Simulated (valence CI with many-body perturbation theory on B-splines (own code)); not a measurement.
E1 transitions of Ar XIII

Calculated by valence CI with perturbative core correlation (CI+MBPT): four valence electrons over a frozen Dirac-Fock core [He], a basis of 11 s, 11 p, 10 d, 8 f, 5 g, 2 h functions for each j, with the one-electron correlation potential Σ1, the two-electron term Σ2, the three-electron term Σ3, Breit, model QED; selected CI, second order for the rest, scaled by the run's own slope (own B-spline code, finite nucleus).

No measured levels were compared; by estimate levels of excited configurations hold to 0.05 to 0.15 % of their energy, terms of the ground configuration to about 0.5 %. Among the levels kept, up to 890 cm⁻¹ of a level comes from second order outside the variational space, and about a tenth of that is noise between levels of different J, which matters for small intervals.

Lines 201 to 250 of 534 in falling wavelength, among levels below 4093.1 × 10³ cm⁻¹, chosen from the strongest by gf and those to the six lowest levels. Wavelengths and rates use the calculated energies, so an error of 300 cm⁻¹ moves a line at 210.9 Å by 0.063 % and its rate by three times that or more. Electric multipoles are in the length gauge, E1 and E2 with the static RPA response of the core. Weak lines are less certain than strong ones. Lines between different terms over intervals too small for the method are left out, as are lines whose strength nearly cancels. The highest levels of a list are the least certain.

Names give the largest LS component (configuration and term), which can be under half, so a name can repeat, a term be missing and a line seem to break the LS rules; names also repeat where a configuration has a term twice. Letters in brackets count levels of one name in rising energy.

| λ vac (Å) | Upper | Lower | A (s⁻¹) | S (a.u.) with core polarisation | S without |
| --- | --- | --- | --- | --- | --- |
| 210.9 | 2s2p³ ³P°_1 | 2s²2p² ³P_2 | 3.01e+09 | 4.18e-02 | 4.20e-02 |
| 210.6 | 2p³3p ⁵P_2 | 2s2p²3p ⁵P°_3 | 6.07e+09 | 1.40e-01 | 1.41e-01 |
| 210.4 | 2s2p³ ³P°_2 | 2s²2p² ³P_2 | 7.79e+09 | 1.79e-01 | 1.80e-01 |
| 209.8 | 2p³3p ³P_2 | 2s2p²3p ³D°_3 [a] | 1.23e+10 | 2.81e-01 | 2.82e-01 |
| 209.2 | 2p³3p ⁵P_3 | 2s2p²3p ⁵P°_3 | 3.49e+09 | 1.10e-01 | 1.11e-01 |
| 208.2 | 2p³3p ⁵P_1 | 2s2p²3p ⁵P°_2 | 6.99e+09 | 9.34e-02 | 9.39e-02 |
| 206.2 | 2p³3p ⁵P_3 | 2s2p²3p ⁵P°_2 | 2.81e+09 | 8.50e-02 | 8.55e-02 |
| 206.1 | 2p³3p ⁵P_3 | 2s2p²3p ⁵D°_4 | 1.15e+10 | 3.49e-01 | 3.51e-01 |
| 205.9 | 2p³3p ³P_1 | 2s2p²3p ³D°_2 [a] | 1.00e+10 | 1.29e-01 | 1.30e-01 |
| 205.8 | 2s2p³ ³P°_0 | 2s²2p² ³P_1 | 9.73e+09 | 4.19e-02 | 4.21e-02 |
| 205.7 | 2s2p³ ³P°_1 | 2s²2p² ³P_1 | 3.75e+09 | 4.83e-02 | 4.85e-02 |
| 205.7 | 2p³3p ³P_2 | 2s2p²3p ³D°_2 [a] | 3.37e+09 | 7.24e-02 | 7.27e-02 |
| 205.2 | 2s2p³ ³P°_2 | 2s²2p² ³P_1 | 1.35e+09 | 2.88e-02 | 2.90e-02 |
| 203.6 | 2p³3s ⁵S°_2 | 2s2p²3s ⁵P_3 | 1.13e+10 | 2.35e-01 | 2.36e-01 |
| 203.4 | 2p³3p ⁵P_2 | 2s2p²3p ⁵D°_3 | 6.04e+09 | 1.25e-01 | 1.26e-01 |
| 202.2 | 2p³3s ³S°_1 | 2s2p²3s ³P_2 [a] | 1.74e+10 | 2.13e-01 | 2.14e-01 |
| 202.2 | 2p³3p ⁵P_3 | 2s2p²3p ⁵D°_3 | 4.99e+09 | 1.42e-01 | 1.43e-01 |
| 201.6 | 2s2p³ ³P°_1 | 2s²2p² ³P_0 | 2.81e+09 | 3.41e-02 | 3.43e-02 |
| 200.5 | 2p³3p ⁵P_2 | 2s2p²3p ⁵D°_2 | 6.05e+09 | 1.20e-01 | 1.21e-01 |
| 199.5 | 2p³3p ⁵P_1 | 2s2p²3p ⁵D°_1 | 6.40e+09 | 7.52e-02 | 7.56e-02 |
| 199.4 | 2p³3s ⁵S°_2 | 2s2p²3s ⁵P_2 | 8.59e+09 | 1.68e-01 | 1.69e-01 |
| 197.7 | 2p³3s ³S°_1 | 2s2p²3s ³P_1 [a] | 1.10e+10 | 1.25e-01 | 1.26e-01 |
| 196.8 | 2s2p²3d ³F_3 [c] | 2s²2p3d ³D°_3 | 2.41e+09 | 6.35e-02 | 6.39e-02 |
| 196.3 | 2p³3s ⁵S°_2 | 2s2p²3s ⁵P_1 | 5.44e+09 | 1.02e-01 | 1.02e-01 |
| 194.3 | 2s2p²3d ¹F_3 [b] | 2s²2p3d ¹F°_3 | 1.52e+10 | 3.84e-01 | 3.86e-01 |
| 192.3 | 2s2p²3p ¹P°_1 [c] | 2s²2p3p ¹S_0 | 5.88e+09 | 6.20e-02 | 6.23e-02 |
| 192.1 | 2s2p²3d ³D_3 [d] | 2s²2p3d ³P°_2 | 2.90e+09 | 7.11e-02 | 7.16e-02 |
| 192.1 | 2s2p²3p ³D°_3 [c] | 2s²2p3p ³P_2 | 3.91e+09 | 9.58e-02 | 9.63e-02 |
| 190.7 | 2p³3s ³P°_1 | 2s2p²3s ³D_2 | 8.98e+09 | 9.22e-02 | 9.27e-02 |
| 190.6 | 2s2p²3s ³S_1 | 2s²2p3s ³P°_1 | 1.03e+10 | 1.06e-01 | 1.07e-01 |
| 190.6 | 2s2p²3d ³D_3 [c] | 2s²2p3d ³F°_3 | 6.67e+09 | 1.59e-01 | 1.60e-01 |
| 189.8 | 2s2p²3d ³D_3 [d] | 2s²2p3d ³D°_3 | 2.55e+09 | 6.04e-02 | 6.07e-02 |
| 189.7 | 2p³3s ³P°_2 | 2s2p²3s ³D_3 | 8.75e+09 | 1.47e-01 | 1.48e-01 |
| 188.8 | 2s2p²3d ³F_3 [c] | 2s²2p3d ³F°_4 | 8.90e+09 | 2.07e-01 | 2.08e-01 |
| 188.2 | 2s2p²3p ³P°_2 [d] | 2s²2p3p ³P_2 | 9.63e+09 | 1.58e-01 | 1.59e-01 |
| 188.2 | 2p⁴ ³P_2 | 2s2p³ ³D°_3 | 1.79e+10 | 2.94e-01 | 2.95e-01 |
| 188.1 | 2s2p²3d ³F_4 [c] | 2s²2p3d ³F°_4 | 1.28e+10 | 3.79e-01 | 3.81e-01 |
| 187.9 | 2s2p²3d ³D_2 [c] | 2s²2p3d ³F°_3 | 1.51e+10 | 2.47e-01 | 2.49e-01 |
| 187.7 | 2p⁴ ³P_2 | 2s2p³ ³D°_2 | 4.84e+09 | 7.90e-02 | 7.94e-02 |
| 187.5 | 2s2p²3p ³P°_0 [c] | 2s²2p3p ¹P_1 | 2.62e+10 | 8.52e-02 | 8.57e-02 |
| 187.5 | 2s2p²3d ³F_2 [c] | 2s²2p3d ³F°_2 | 7.90e+09 | 1.29e-01 | 1.29e-01 |
| 187.2 | 2s2p²3p ¹D°_2 [b] | 2s²2p3p ¹D_2 | 1.87e+10 | 3.02e-01 | 3.04e-01 |
| 187.1 | 2s2p²3d ³D_1 [c] | 2s²2p3d ³F°_2 | 1.54e+10 | 1.49e-01 | 1.50e-01 |
| 187.1 | 2s2p²3p ³P°_1 [d] | 2s²2p3p ³D_2 | 1.52e+10 | 1.48e-01 | 1.49e-01 |
| 186.9 | 2s2p²3p ³P°_2 [c] | 2s²2p3p ³D_2 | 9.85e+09 | 1.59e-01 | 1.59e-01 |
| 186.4 | 2s2p²3p ³P°_1 [e] | 2s²2p3p ³P_1 | 8.97e+09 | 8.61e-02 | 8.65e-02 |
| 186.3 | 2s2p³ ¹P°_1 | 2s²2p² ¹S_0 | 8.94e+09 | 8.56e-02 | 8.60e-02 |
| 186.3 | 2s2p²3p ³D°_2 [c] | 2s²2p3p ³D_3 | 1.64e+10 | 2.62e-01 | 2.63e-01 |
| 186.3 | 2s2p²3p ³S°_1 [b] | 2s²2p3p ³P_2 | 1.53e+10 | 1.46e-01 | 1.47e-01 |
| 186.1 | 2s2p²3s ³P_1 [b] | 2s²2p3s ³P°_2 | 1.79e+10 | 1.71e-01 | 1.72e-01 |
